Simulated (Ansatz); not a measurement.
Si₅O₄, relaxed as a singlet with RKS PBE-D4/def2-SVP in Ansatz, starting from the GFN1-xTB geometry. Force threshold 0.02 eV/Å.

The restricted singlet is unstable towards broken spin symmetry in Hartree–Fock (as tested in another run); at PBE-D4/def2-SVP this wasn't settled. The structure comes from a short search, and lower isomers may exist.

Start:

```xyz
9

Si   -1.0057    1.0447   -2.2262
Si    0.8480    1.1759   -0.5881
Si    0.5786    0.2737    1.8331
Si    2.0298   -1.6114   -0.1679
Si   -2.4654   -0.0691    0.5293
O     1.6757   -0.1946   -1.0647
O    -2.0228    0.5181   -1.0135
O     1.4386   -1.1202    1.2958
O    -1.0769   -0.0171    1.4021
```

(1) Estimate the energy that the relaxation releases and the steps that it takes.

(2) Does the start keep its bonding?

(3) Predict the relaxed structure.

Answers

(1) 1.35 eV, in 13 steps; 25 s on 4 threads of Arm Neoverse V1 on a shared host. No frequencies were taken in this run, so the end may be a saddle point.

(2) Bonds formed: Si1–O6, Si2–O9 (atoms count from 1).

(3) 
| atom | x (Å) | y (Å) | z (Å) |
| --- | --- | --- | --- |
| Si1 | -0.5120 | 0.7273 | -2.1081 |
| Si2 | 0.5837 | 1.5381 | -0.0026 |
| Si3 | 0.8682 | 0.2111 | 2.1063 |
| Si4 | 1.4372 | -1.5951 | -0.4284 |
| Si5 | -2.1332 | -0.2388 | 0.4317 |
| O6 | 0.9193 | -0.0185 | -1.0344 |
| O7 | -1.8261 | -0.0090 | -1.1982 |
| O8 | 1.3619 | -1.2144 | 1.2003 |
| O9 | -0.6990 | 0.5994 | 1.0335 |
Bond lengths: 10 × O–Si 1.67 to 1.94 Å; 2 × Si–Si 2.51 Å.
